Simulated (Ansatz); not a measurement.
Harmonic frequencies (cm⁻¹) at PBE0-D4/def2-TZVP from Ansatz: 90, 97, 168, 205, 348, 462, 506, 517, 843, 876, 926, 931, 2219, 2239, 2247.

Problem. Which molecule is it?
A. `[SiH2][GeH3]`•
B. `CB([O])F`•
C. `F[Si]([SiH3])Br`•
D. `[CH2]C(F)(F)F`•

Solution. C.
